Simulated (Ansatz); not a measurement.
Stretching the C3–H4 bond in CH4Cd (SMILES [CH3][CdH]) (multiplicity 1 held, fragments rigid). Energies count from the point at 1.090 Å.
Geometry at that point (charge 0, multiplicity 1):
```xyz
6

Cd    -0.2807    -0.1510    -0.0414
H     -1.7499    -0.9416    -0.2582
C      1.5814     0.8509     0.2333
H      2.0312     0.5593     1.1828
H      1.4329     1.9311     0.2353
H      2.2707     0.5954    -0.5719
```

Signs of static correlation in def2-SVP, with CASSCF(2,2), from Ansatz (an electronic-structure program) runs.

```
R (Å)  T1 of restricted CCSD  ⟨S²⟩ of UHF  largest double amplitude of restricted CCSD  weight of the CASSCF reference in MRCISD  CASSCF natural occupations
-----  ---------------------  -----------  -------------------------------------------  ----------------------------------------  --------------------------
0.872                  0.011        0.000                                        0.042                                     0.905                   1.99 0.01
0.981                  0.011        0.000                                        0.042                                     0.905                   1.99 0.01
1.090                  0.012        0.000                                        0.041                                     0.905                   1.98 0.02
1.199                  0.012        0.000                                        0.040                                     0.905                   1.98 0.02
1.308                  0.012        0.000                                        0.038                                     0.905                   1.97 0.03
1.472                  0.013        0.000                                        0.044                                     0.905                   1.95 0.05
1.636                  0.015        0.000                                        0.032                                     0.905                   1.91 0.09
1.908                  0.020            ?                                        0.095                                     0.905                   1.84 0.16
2.181                  0.027        0.791                                        0.175                                     0.906                   1.72 0.28
2.508                  0.040        0.924                                            ?                                     0.906                   1.55 0.45
2.944                  0.059        0.986                                        0.543                                     0.906                   1.33 0.67
3.489                  0.077        1.007                                        0.749                                     0.906                   1.16 0.84
```

### Question
Complete the blanks.

### Answer

- 1.908, ⟨S²⟩ of UHF: 0.526
- 2.508, largest double amplitude of restricted CCSD: 0.338

Doubts at one or more of the structures used: a restricted determinant that unrestricted orbitals would lower (R-CCSD(T)/def2-SVP); other coupled-cluster roots lie near (R-CCSD(T)/def2-SVP); T1 above 0.05 (R-CCSD(T)/def2-SVP, U-CCSD(T)/def2-SVP); a spin-contaminated determinant (U-CCSD(T)/def2-SVP).
